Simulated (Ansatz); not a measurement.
Geometry optimisation, UKS PBE0/def2-SVP in Ansatz.

The input (input.yaml):

```yaml
crystal:
  periodic: [false, false, false]
  atoms:
    - { symbol: Al, position_ang: [-0.1353, 0.4898, -0.4841] }
    - { symbol: S, position_ang: [0.7415, -1.4719, 1.0477] }
    - { symbol: O, position_ang: [-0.7138, -0.7373, -1.3984] }
    - { symbol: H, position_ang: [-0.0749, -1.4405, -0.5521] }
    - { symbol: O, position_ang: [0.1797, 2.0606, -0.1852] }
    - { symbol: H, position_ang: [-0.4686, -1.8189, 1.478] }
    - { symbol: H, position_ang: [0.4714, 2.9182, 0.094] }
magnetization:
  spin_polarized: true
basis:
  gaussian: { orbitals: def2-SVP }
hamiltonian:
  xc: pbe0
relax:
  f_tol: 0.15
  max_steps: 25
  restrain:
    - { distance: [3, 1], at: 2.66, k: 30.0 }
    - { distance: [0, 1], at: 2.26, k: 30.0 }
    - { distance: [3, 2], at: 0.97, k: 30.0 }
```

Run as:

```bash
$ ansatz run input.yaml --threads 2 --pin off --max-ram 3072MiB --backend cpu --events-out ev --progress --plain --runs-dir out
```

Problem. Where does it end, and by what steps?

Solution. It converged. The restraints hold the end off the free minimum. After 10 steps the energy has fallen by 2.099 eV (the restraints' own energy left out); S2 moved furthest, 0.58 Å. Joined: O3–H4 (1.27 → 0.97 Å).

| step | energy less start (eV) | largest force component (eV/Å) | accepted |
| --- | --- | --- | --- |
| 0 | 0.0000 | 2.064 | yes |
| 1 | -0.8312 | 2.549 | yes |
| 2 | -1.4368 | 2.141 | yes |
| 3 | -1.9618 | 0.811 | yes |
| 4 | -1.9961 | 1.156 | yes |
| 5 | -2.0159 | 0.738 | yes |
| 6 | -2.0395 | 0.608 | yes |
| 7 | -2.0755 | 0.802 | yes |
| 8 | -2.0781 | 0.547 | yes |
| 9 | -2.0986 | 0.482 | yes |
| 10 | -2.0990 | 0.547 | yes |

```xyz
7
Properties=species:S:1:pos:R:3
Al 0.016 0.357 -0.224
S 0.763 -1.004 1.391
O -0.700 -0.707 -1.345
H -0.403 -1.547 -0.961
O 0.168 2.026 -0.378
H -0.328 -1.792 1.259
H 0.484 2.668 0.258
```

The run took 20 s on 2 threads of Intel(R) Xeon(R) Platinum 8375C CPU @ 2.90GHz (Ice Lake), with other jobs on the host, peak memory 0.23 GiB.
